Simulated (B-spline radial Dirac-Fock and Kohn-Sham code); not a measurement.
ΔSCF core binding energies without Breit or QED terms, calculated with a radial finite-basis atomic code.

A sound run for atomic bismuth in the configuration 1s2 2s2 2p6 3s2 3p6 3d10 4s2 4p6 4d10 4f14 5s2 5p6 5d10 6s2 6p3: The ground state converged in 10 iterations, with total energy -21565.66964 Ha, virial ratio 1.85649 and highest orbital energy -7.11 eV. ΔSCF binding energies: K (1s) 91044.6 eV, L3 (2p3/2) 13467.2 eV, M5 (3d5/2) 2592.3 eV.

A second run, with one unsound setting: The ground state converged in 10 iterations, with total energy -21565.49001 Ha, virial ratio 1.85645 and highest orbital energy -4.18 eV. ΔSCF binding energies: K (1s) 91041.9 eV, L3 (2p3/2) 13464.6 eV, M5 (3d5/2) 2589.8 eV.

```
iter   energy (Ha)        error
   1   -21564.01998719  2.24e+00
   2   -21564.72141790  2.38e-01
   3   -21565.48660850  3.47e-02
   4   -21565.48970604  1.57e-02
   5   -21565.48998049  1.48e-03
   6   -21565.48999983  4.13e-04
   7   -21565.49000466  1.80e-04
   8   -21565.49000499  5.79e-05
   9   -21565.49000503  2.70e-06
  10   -21565.49000503  1.89e-07
```

Problem. Which fault fits the second run best?
A. box too small
B. tolerance below the noise
C. damping too heavy
D. speed of light below Z

Solution. A. The input had rmax = 5.0: rmax squeezes the outer orbitals.
